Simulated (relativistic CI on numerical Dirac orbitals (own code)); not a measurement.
## What each ingredient does to the levels of O⁴⁺

Base calculation: Dirac-Coulomb-Breit CI, orbitals from a KLI potential per configuration, model QED, valence Slater integrals scaled by 0.85, P86 correlation energy added to each configuration.

CI space (outside the closed core 1s2): 2s2, 2s 2p, 2p2, 2p 3s, 2p 3p, 2s 3s, 2s 3p, 2s 3d, 2s 4s, 2s 4p, 2s 4d, 2s 4f, 3s2, 3s 3p, 3p2. Levels of other configurations are missing.

The lowest level and the first level of each name with at least 55 % of one term (blank where a level has no safe partner in the second run):

| Level | Base (cm⁻¹) | Shift (cm⁻¹) |
| --- | --- | --- |
| 2s2 1S_0 | 0 | 0 |
| 2s 2p 3P°_0 | 82720 | -32 |
| 2s 2p 3P°_1 | 82851 | -32 |
| 2s 2p 3P°_2 | 83149 | -31 |
| 2s 2p 1P°_1 | 157487 | -48 |
| 2p2 3P_0 | 215521 | -13 |
| 2p2 3P_1 | 215673 | -14 |
| 2p2 3P_2 | 215931 | -17 |
| 2p2 1D_2 | 235258 | +206 |
| 2p2 1S_0 | 285605 | -400 |
| 2s 3s 3S_1 | 545427 | +1315 |
| 2s 3s 1S_0 | 558043 | +640 |
| 2s 3p 1P°_1 | 581920 | +952 |
| 2s 3p 3P°_0 | 582299 | +732 |
| 2s 3p 3P°_1 | 582340 | +738 |
| 2s 3p 3P°_2 | 582412 | +731 |
| 2s 3d 3D_1 | 599471 | +1417 |
| 2s 3d 3D_2 | 599479 | +1418 |
| 2s 3d 3D_3 | 599497 | +1419 |
| 2s 3d 1D_2 | 611731 | +1562 |
| 2p 3s 3P°_0 | 653350 | +1063 |
| 2p 3s 3P°_1 | 653512 | +1068 |

At this charge configurations can still be misplaced by up to about 7 % of their energy. 42 of the 48 excited levels that our extract of the measured tables holds in this range could be paired (the sources list more); they are missed by 1204 cm⁻¹ on average and 3537 at most, and levels without a partner can miss by more.

Task: One thing was changed in a second run, which moved the levels as shown. Which?
A. non-relativistic limit
B. Breit term removed
C. no correlation estimate
D. Slater integrals left unscaled
E. QED terms removed
F. configuration mixing switched off
G. one mean potential for all configurations

Result: G. One mean potential for all configurations. One potential for all configurations removes the relaxation of the orbitals, which moves whole configurations and changes the integrals a little.
